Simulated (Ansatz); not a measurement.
# Ligand exchange: SiH(CH3)(NH2)2 + CH9NSi2 → Si(CH3)(NH2)2(SiH3) + SiH2(CH3)(NH2)

Gas-phase species: SiH(CH3)(NH2)2, singlet; CH9NSi2 `C[SiH2]N[SiH3]`, singlet; Si(CH3)(NH2)2(SiH3), singlet; SiH2(CH3)(NH2), singlet. The partners trade H for SiH3: Si–H and N–SiH3 bonds give way to Si–SiH3 and N–H.

Shapes, held fixed at every level: PBE0-D4/def2-TZVP. Flexible molecules stand in one conformer, not always the lowest. Programs: Ansatz 0.2.0. Electronic energies: no zero-point or thermal term.

```json
{"level": "HF/def2-TZVPP", "kind": "Hartree–Fock", "ΔE (kJ/mol)": "+84.1", "less CCSD(T)/CBS estimate": "+19.7"}
{"level": "B3LYP-D4/def2-TZVPP", "kind": "global hybrid", "ΔE (kJ/mol)": "+60.6", "less CCSD(T)/CBS estimate": "-3.8"}
{"level": "PBE0-D4/def2-TZVPP", "kind": "global hybrid", "ΔE (kJ/mol)": "+49.2", "less CCSD(T)/CBS estimate": "-15.2"}
{"level": "wB97X-V/def2-TZVPP", "kind": "range-separated hybrid", "ΔE (kJ/mol)": "+61.5", "less CCSD(T)/CBS estimate": "-2.9"}
{"level": "CCSD(T)/def2-TZVPP", "kind": "coupled cluster or CI", "ΔE (kJ/mol)": "+64.8", "less CCSD(T)/CBS estimate": "+0.4"}
{"level": "CCSD/def2-TZVPP", "kind": "coupled cluster or CI", "ΔE (kJ/mol)": "+67.7", "less CCSD(T)/CBS estimate": "+3.3"}
{"level": "CCSD(T)/CBS estimate", "kind": "coupled cluster or CI", "ΔE (kJ/mol)": "+64.4", "less CCSD(T)/CBS estimate": "0.0"}
```

The highest level, CCSD(T)/CBS estimate, gives ΔE = +64.4 kJ/mol; the levels span +49.2 to +84.1. The column of differences is taken from that level and isn't an error. No measured value is set beside it here. The CBS estimate extrapolates MP2 from def2-TZVPP and def2-QZVPP and adds CCSD(T) − MP2 in the triple-zeta set, cores frozen.
